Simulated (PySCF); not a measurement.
**Sb²⁺: ionisation energy**

Sb²⁺ [Kr] 4d10 5s2 5p1 (2P) → Sb³⁺ [Kr] 4d10 5s2 (1S), as a difference of total energies. Computed with PySCF 2.14 in aug-cc-pVQZ-PP with ECP28MDF (7s7p5d3f2g, 92 functions), with a scalar-relativistic core potential. Correlated levels: valence: 4s2 4p6 4d10 frozen. The calculations carry no spin-orbit coupling.

| method | ionisation energy (eV) |
| --- | --- |
| UHF | 24.147 |
| MP2 (valence) | 24.402 |
| SCS-MP2 (valence) | 24.396 |
| CCSD (valence) | 24.463 |
| CCSD(T) (valence) | 24.482 |

**Question.** How much does correlation contribute at CCSD(T) (valence)?

**Answer.** 24.482 − (24.147) = 0.335 eV, measured against UHF.

The reference lies between the lowest fine-structure levels, while these numbers refer to the centres of the terms.

Errors of the correlated levels include the incompleteness of this basis and the frozen core.

For comparison: 25.323 eV (measured; NIST Atomic Spectra Database, ionization energies).
